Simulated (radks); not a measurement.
Question: Species: Br+. Configuration: [Ar] 3d9.5 4s0.5 4p6 (fractional occupations, a model configuration). Calculated with a radial shooting solver on a logarithmic mesh with Libxc functionals: scalar-relativistic Kohn-Sham, SCAN, spin-polarised, spherical densities, finite nucleus; open shells are filled with parallel spins first; meta-GGA in the generalised Kohn-Sham scheme; Fermi nuclear charge, rms radius 4.1629 fm. Some entries of the table are withheld. Estimate them.

orbital  occ.  eigenvalue (hartree)  <r^2> (bohr^2)
1s up       1             -491.5064        0.002462
1s down     1             -491.5030        0.002462
2s up       1             -65.07203         0.04229
2s down     1             -65.04555         0.04227
2p up       3             -57.39427         0.03352
2p down     3             -57.37306         0.03350
3s up       1                   (1)          0.3444
3s down     1                   (2)          0.3447
3p up       3              -7.29040          0.3660
3p down     3              -7.24887          0.3664
3d up       5                   (3)          0.4132
3d down   4.5                   (4)          0.4139
4s up     0.5              -1.26105           2.882
4p up       3                   (5)           3.990
4p down     3                   (6)           4.138

Answer: 
(1) 3s up eigenvalue (hartree): -9.74894
(2) 3s down eigenvalue (hartree): -9.70825
(3) 3d up eigenvalue (hartree): -3.25293
(4) 3d down eigenvalue (hartree): -3.20798
(5) 4p up eigenvalue (hartree): -0.73869
(6) 4p down eigenvalue (hartree): -0.71082
